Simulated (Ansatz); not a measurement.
Question: Name a neutral molecule of B, F, N, O, Si and H with LUMO energy (ωB97M-V/def2-TZVPP) between 2.05 and 2.35 eV and HOMO energy (ωB97M-V/def2-TZVPP) between -10.75 and -10.45 eV (Ansatz, PBE0-D4/def2-TZVP geometry).

Answer: `NBO[SiH2]F` (2.27 eV, -10.67 eV). Other molecules can fit too; these were computed, each in one conformer that needn't be the lowest.
